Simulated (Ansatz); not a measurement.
Calculated with Ansatz (gas phase, PBE0-D4/def2-TZVP geometries, no zero-point term in ΔE). CCSD(T)/CBS adds triple-zeta CCSD(T) − MP2 to the extrapolated MP2 energy (def2 sets, frozen cores). This one scheme is used for every species. DFT in def2-TZVPP. B3LYP here is the variant with VWN-RPA as its local correlation; programs differ in this. One conformer a species, not always the lowest.

`OC(O)(F)[SiH3]` + H₂O → `OC(O)(O)[SiH3]` + H–F  (formal hydrolysis of a C–F bond)

| level | ΔE (kJ/mol) | difference from CCSD(T)/CBS |
| --- | --- | --- |
| r2SCAN-D4 | 6.7 | 6.6 |
| PBE0-D4 | 2.6 | 2.5 |
| B3LYP-D4 | 5.5 | 5.4 |
| ωB97X-V | 6.0 | 5.9 |
| ωB97M-V | 5.4 | 5.3 |
| B2PLYP | 5.2 | 5.1 |
| PBE | 6.1 | 6.0 |
| PBE0 | 4.6 | 4.5 |
| B3LYP | 9.2 | 9.1 |
| MP2/def2-TZVPP | -3.4 | -3.5 |
| SCS-MP2/def2-TZVPP | 0.3 | 0.2 |
| CCSD(T)/def2-TZVPP | 0.3 | 0.2 |
| HF/def2-QZVPP | 12.2 | 12.1 |
| MP2/def2-QZVPP | -3.4 | -3.5 |
| SCS-MP2/def2-QZVPP | 0.2 | 0.1 |
| MP2/CBS(def2) | -3.7 | -3.8 |
| CCSD(T)/CBS | 0.1 | 0 |

Largest T1 diagnostic among the species: 0.013.

The D4 term adds −3.7 kJ/mol with B3LYP and −2.0 kJ/mol with PBE0; it sums over pairs of atoms, weighted by their polarisabilities, and B3LYP, whose exchange is more repulsive, gets the larger term. In def2-TZVPP, CCSD(T) changes the Hartree–Fock value by −11.5 kJ/mol (the triples alone add −1.4 kJ/mol) and MP2 by −15.3 kJ/mol.
